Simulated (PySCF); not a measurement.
C₂H₅I, charge +1, multiplicity 2. Atoms are numbered in the order given.

```xyz
8

C     -0.4262     2.4798     0.0000
C      0.6796     1.4706     0.0000
I     -0.0401    -0.6587     0.0000
H     -1.0544     2.4284     0.9000
H      0.0737     3.4674     0.0000
H     -1.0544     2.4284    -0.9000
H      1.3197     1.4435     0.8980
H      1.3197     1.4435    -0.8980
```
Charge +1, spin multiplicity 2.

Coordinates come from a B3LYP-D3(BJ)/def2-SVP optimisation. The multiplicity is an assumed one; other spin states were not compared. The def2 effective core potentials stand for the cores of I; spin–orbit coupling is left out.

These are CAM-B3LYP/def2-TZVPD (PySCF) values and carry that method's errors.

Mulliken values depend strongly on the basis, most of all with diffuse functions as here. ESP charges are fitted to the potential on shells at 1.4 to 2.0 van der Waals radii. Atomic charges (e):

```
atom  ESP fit  Mulliken  Mulliken spin
----  -------  --------  -------------
C1      -0.22     -0.94          -0.01
C2          …     -0.62          -0.05
I3       0.60      0.65           1.02
H4          …      0.36           0.00
H5          …      0.33           0.00
H6          …      0.36           0.00
H7          …      0.44           0.02
H8          …      0.44           0.02
```

### Question
Complete the blanks. (An estimate is asked for; the answer gives what the named calculation found.)

### Answer

- C2, ESP fit: -0.05
- H4, ESP fit: 0.11
- H5, ESP fit: 0.16
- H6, ESP fit: 0.11
- H7, ESP fit: 0.14
- H8, ESP fit: 0.14
